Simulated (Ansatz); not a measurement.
The same molecule with X = B, Al, Ga, In. Ansatz, PBE0-D4/def2-TZVP geometries, multiplicity 1.

Elements past krypton have def2 core potentials. Scalar relativity is left out up to krypton.

| X | molecule | mean X–H bond length / Å | HOMO–LUMO gap (B3LYP/def2-TZVPP) / eV | LUMO energy (PBE/def2-TZVPP) / eV | HOMO–LUMO gap (ωB97M-V/def2-TZVPP) / eV |
| --- | --- | --- | --- | --- | --- |
| Al | `[AlH3]` | 1.586 | 6.41 | -2.54 | 10.67 |
| Ga | `[GaH3]` | 1.568 | 6.28 | -2.66 | 10.71 |
| In | `[InH3]` | 1.724 | 5.80 | -2.66 | 9.94 |

Question: Give the row for X = B, BH₃. (Best estimate.)

Answer: Ansatz gave: 
```csv
X,molecule,mean X–H bond length / Å,HOMO–LUMO gap (B3LYP/def2-TZVPP) / eV,LUMO energy (PBE/def2-TZVPP) / eV,HOMO–LUMO gap (ωB97M-V/def2-TZVPP) / eV
B,BH₃,1.193,7.50,-3.06,12.28
```

From B to In the mean X–H bond length isn't monotonic: highest at In, lowest at B; the HOMO–LUMO gap (B3LYP/def2-TZVPP) falls at each step, by 1.70 eV in all; the LUMO energy (PBE/def2-TZVPP) isn't monotonic: highest at Al, lowest at B; the HOMO–LUMO gap (ωB97M-V/def2-TZVPP) isn't monotonic: highest at B, lowest at In. Bonds lengthen as the atom grows down the group.

B3LYP here is the variant with VWN-RPA as its local correlation; programs differ in this.
